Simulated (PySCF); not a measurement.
From one molecule to another.

First species: C3H5F3OSSi.
Structure used (GFN2-xTB), in Å, numbered top down from 1:
```
atom  x, y, z in Å
F1     2.3996    0.8760   -1.0425
C2     2.8169    0.5267    0.1770
F3     2.5152    1.5439    0.9888
F4     4.1380    0.4171    0.1399
S5     2.0473   -1.0379    0.7370
C6     0.3718   -0.4912    0.6393
C7    -0.5392   -1.2121   -0.0075
O8    -1.8320   -0.9358   -0.0855
Si9   -2.7622    0.2917    0.4864
H10    0.1385    0.4117    1.1799
H11   -0.2616   -2.1261   -0.5218
H12   -4.0489   -0.1834    0.0102
H13   -2.6522    0.3621    1.9431
H14   -2.3320    1.5567   -0.1065
```

Second species: C8H7 (charge +1).
SMILES: `C#CC1(c2c[cH+]2)CC1`

Levels: PBE0/def2-SVPD for HOMO energy, LUMO energy, HOMO–LUMO gap, static isotropic polarisability and electronic spatial extent ⟨r²⟩ about the centre of nuclear charge; TDDFT PBE0/def2-SVPD for lowest singlet excitation; TDA PBE0/def2-SVPD for lowest triplet excitation (Tamm–Dancoff); GFN2-xTB for rotational constant A and rotational constant C. Geometries: GFN2-xTB. Each species is one conformer at its optimised geometry, gas phase, non-relativistic unless stated; the electronic structure was computed with PySCF and density fitting.

Dipoles, sizes and rotational constants follow the conformer. The torsions of the flexible species, by atom-mapped SMILES:
- `[F:1][C:2]([F:3])([F:4])[S:5]/[CH:6]=[CH:7]/[O:8][SiH3:9]`: F1–C2–S5–C6 -59°, C2–S5–C6–C7 129°, C6–C7–O8–Si9 1°
- `[CH:1]#[C:2][C:3]1([c:4]2[cH:5][cH+:6]2)[CH2:7][CH2:8]1`: C2–C3–C4–C5 -1°

| property | column X | column Y |
| --- | --- | --- |
| HOMO energy | -11.68 eV | -6.98 eV |
| LUMO energy | -6.63 eV | -0.52 eV |
| HOMO–LUMO gap | 5.05 eV | 6.46 eV |
| lowest singlet excitation | 4.14 eV | 5.17 eV |
| lowest triplet excitation (Tamm–Dancoff) | 3.72 eV | 3.98 eV |
| static isotropic polarisability | 79.8 au | 91.5 au |
| electronic spatial extent ⟨r²⟩ about the centre of nuclear charge | 903 bohr² | 2277 bohr² |
| rotational constant A | 3.173 GHz | 2.632 GHz |
| rotational constant C | 1.300 GHz | 0.461 GHz |

(1) Which column belongs to which species?

(2) How does each property change from the first species to the second?

Results:

(1) Column X is the second species and column Y the first. The first has 14 atoms and 88 electrons, the second 15 and 54; their charges are 0 and +1, their HOMO energies -6.98 eV and -11.68 eV.

(2) HOMO energy -4.70 eV; LUMO energy -6.11 eV; HOMO–LUMO gap -1.41 eV; lowest singlet excitation -1.03 eV; lowest triplet excitation (Tamm–Dancoff) -0.26 eV; static isotropic polarisability -11.7 au; electronic spatial extent ⟨r²⟩ about the centre of nuclear charge -1374 bohr²; rotational constant A +0.541 GHz; rotational constant C +0.839 GHz.

On the first: No computed singlet falls in the visible range (750 to 380 nm, 1.65 to 3.26 eV); S1 lies 1.91 eV above its blue end. The vertical singlet–triplet gap S1 − T1 is 1.19 eV (TDDFT singlet less Tamm–Dancoff triplet; S1: HOMO→LUMO, weight 0.74; T1: HOMO→LUMO, weight 0.66).

On the second: S1 lies 0.91 eV below the HOMO–LUMO gap; its leading configuration is HOMO→LUMO, weight 0.99. The vertical singlet–triplet gap S1 − T1 is 0.42 eV (TDDFT singlet less Tamm–Dancoff triplet; S1: HOMO→LUMO, weight 0.99; T1: HOMO→LUMO+1, weight 0.59, beside HOMO→LUMO, weight 0.38).
